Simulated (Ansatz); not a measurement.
A set of 12 reactions (hydrogenolysis), with CCSD(T)/CBS values in kJ/mol:

| reaction | ΔE |
| --- | --- |
| `F/C([SeH])=C\[TeH]` + H₂ → `C=C(F)[SeH]` + H₂Te | -46.4 |
| `CC(O)Cl` + H₂ → `CCCl` + H₂O | -85.6 |
| `[SiH3]SS` + H₂ → SiH₄ + `SS` | 37.0 |
| `CNB(Cl)Cl` + H₂ → `ClBCl` + CH₃NH₂ | 115.7 |
| `BOCCS` + H₂ → `BOC` + CH₃SH | -43.1 |
| `[CH3][MgH]` + H₂ → `[MgH2]` + CH₄ | -35.2 |
| `CO[CH2][AlH][OH]` + H₂ → `[CH3][AlH][OH]` + CH₃OH | -127.3 |
| `C[BH][AlH][OH]` + H₂ → `[OH][AlH2]` + `BC` | -51.0 |
| `C#CO[CH2][AlH][OH]` + H₂ → `[CH3][AlH][OH]` + `C#CO` | -94.2 |
| `C[S][GaH2]` + H₂ → `[GaH3]` + CH₃SH | 87.7 |
| `B[O][AlH][CH3]` + H₂ → `[CH3][AlH2]` + `BO` | 128.0 |
| `N=CC[SiH3]` + H₂ → SiH₄ + `CC=N` | -24.8 |

Computed with Ansatz on PBE0-D4/def2-TZVP structures; ΔE is electronic, products minus reactants. CBS: MP2 limit from def2 TZ/QZ plus the TZ coupled-cluster correction, frozen cores. This one scheme is used for every species. DFT in def2-TZVPP. B3LYP here is the variant with VWN-RPA as its local correlation; programs differ in this. def2 core potentials past Kr. For Ga, Mg, Se, Te outer-core shells are correlated without core-valence functions, which leaves a few kJ/mol of doubt a bond. Scalar relativity is left out up to krypton. One conformer a species, not always the lowest.

Question: Give the mean, mean absolute and largest difference (level minus CCSD(T)/CBS, kJ/mol) for: PBE-D4, revPBE-D4, BLYP-D4, B97M-V, B3LYP-D4, r2SCAN0-D4, CAM-B3LYP-D4, ωB97M-V, r2SCAN, r2SCANh, BHLYP, HF/def2-SVP, CCSD(T)/def2-SVP, SCS-MP2/def2-TZVPP. (Best estimate.)

Answer: Ansatz gave: 
```csv
level,mean,mean absolute,largest
PBE-D4,4.1,5.8,14.9
revPBE-D4,7.5,9.1,17.9
BLYP-D4,4.0,5.0,16.1
B97M-V,-7.3,8.8,-27.9
B3LYP-D4,-1.0,4.3,8.9
r2SCAN0-D4,-1.2,3.5,-9.0
CAM-B3LYP-D4,-5.1,7.4,-13.1
ωB97M-V,-2.3,4.6,-9.8
r2SCAN,1.7,3.8,14.3
r2SCANh,-0.3,3.5,11.1
BHLYP,-14.4,14.4,-24.9
HF/def2-SVP,-27.2,27.4,-50.1
CCSD(T)/def2-SVP,-6.4,11.8,-21.5
SCS-MP2/def2-TZVPP,-2.5,2.9,-8.5
```

The largest T1 diagnostic in the set is 0.014, for `BO` (customary mark 0.02).

CCSD(T)/CBS is a level of theory with its own doubt, and the functionals carry their triple-zeta basis error, so these figures describe this set and don't rank the functionals.
